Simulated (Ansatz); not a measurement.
Geometry optimisation, Ansatz, RHF/def2-SVP.

The input (input.yaml):

```yaml
crystal:
  periodic: [false, false, false]
  atoms:
    - { symbol: Ga, position_ang: [-0.004815, 0.263399, -0.071102] }
    - { symbol: H, position_ang: [0.004186, 0.206374, 1.501687] }
    - { symbol: H, position_ang: [1.367889, 0.331715, -0.826775] }
    - { symbol: H, position_ang: [-1.387091, 0.272088, -0.812678] }
    - { symbol: Br, position_ang: [0.110605, -3.012582, 1.46652] }
    - { symbol: H, position_ang: [0.065427, -1.604694, 1.958349] }
basis:
  gaussian: { orbitals: def2-SVP }
hamiltonian:
  xc: hf
relax:
  f_tol: 0.03
  max_steps: 50
```

Run as:

```bash
$ ansatz run input.yaml --threads 1 --pin off --max-ram 2048MiB --backend cpu --events-out ev --progress --plain --runs-dir out
```

Q: Where does it end, and by what steps?

A: The forces met the threshold. After 12 steps the energy has fallen by 0.228 eV; H6 moved furthest, 0.85 Å.

```csv
step,energy less start (eV),largest force component (eV/Å),accepted
0,0.0000,1.852,yes
1,-0.1330,0.275,yes
2,-0.1553,0.217,yes
3,-0.1748,0.153,yes
4,-0.1907,0.205,yes
5,-0.1948,0.183,yes
6,-0.2127,0.063,yes
7,-0.2113,0.673,no
8,-0.2197,0.102,yes
9,-0.2246,0.059,yes
10,-0.2229,0.463,no
11,-0.2275,0.033,yes
12,-0.2282,0.010,yes
```

```xyz
6
Properties=species:S:1:pos:R:3
Ga -0.006 0.340 -0.084
H -0.011 0.841 1.412
H 1.360 0.203 -0.856
H -1.370 0.123 -0.839
Br 0.093 -2.762 1.128
H 0.091 -2.289 2.455
```

Time of the run: 19 s on 1 thread of Arm Neoverse V2, with other jobs on the host, peak memory 0.17 GiB.
